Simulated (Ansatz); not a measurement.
Q: Name a neutral molecule of B, C and H with size of the dipole moment (B3LYP/def2-TZVPP) between 0.60 and 0.90 D and size of the dipole moment (ωB97M-V/def2-TZVPP) between 0.60 and 0.90 D (Ansatz, PBE0-D4/def2-TZVP geometry).

A: `BCB` (0.78 D, 0.79 D); `BBC` (0.71 D, 0.70 D); `BBCC` (0.74 D, 0.74 D); `BCCB` (0.90 D, 0.90 D); `BC(B)C` (0.80 D, 0.81 D); `CBBC` (0.71 D, 0.73 D). Other molecules can fit too; these were computed, each in one conformer that needn't be the lowest.

B3LYP here is the variant with VWN-RPA as its local correlation; programs differ in this.
